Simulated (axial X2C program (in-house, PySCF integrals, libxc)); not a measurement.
**Spin–orbit effects down a group: molecules with Na, PBE0**

Computed with an in-house all-electron X2C program for linear molecules (integrals from PySCF), spin-free (one-electron X2C) or two-component (2c: spin–orbit coupling with atomic mean-field Coulomb and Gaunt terms, which also bring small scalar terms), in Dyall basis sets with cores contracted in-house; open shells are unrestricted.

Basis sets: Fe dyall-cv3z, Na dyall-cv3z, Os dyall-cv3z, Ru dyall-cv3z.

```csv
molecule,spin-free state,Re (Å),ωe (cm⁻¹),De (eV),2c state,Re 2c (Å),ωe 2c (cm⁻¹),De 2c (eV)
NaFe,"M_S = 3/2, Λ = 2",2.803,167.6,0.28,Ω = 7/2,2.803,167.6,n/a
NaRu,"M_S = 3/2, Λ = 0",2.762,195.2,1.14,Ω = 3/2,2.763,195.1,n/a
NaOs,"M_S = 3/2, Λ = 0",2.683,227.4,1.22,Ω = 7/2,2.799,202.9,1.05
```

Each entry is the lowest single determinant of a limited PBE0 search at one distance. De goes to single-determinant-based atoms at the same level (for ions the charge split of lowest energy) and is withheld (n/a) where an atom does not fit its ground term or J level. Main or longest-lived isotopes. One determinant is a doubtful description, or other states lie close, for NaFe, NaRu, NaOs; these need not be ground states, and all values refer to the states named. With several unpaired electrons the Ω given is that of one determinant, not necessarily of the lowest component. The functionals have no current term, which raises determinants with orbital currents. Where the atoms have a lower orbital projection than the molecule, De at mean-field level may be about a tenth of an eV too small. The lowest determinant changes configuration between the Hamiltonians for NaOs, so two states are compared there.
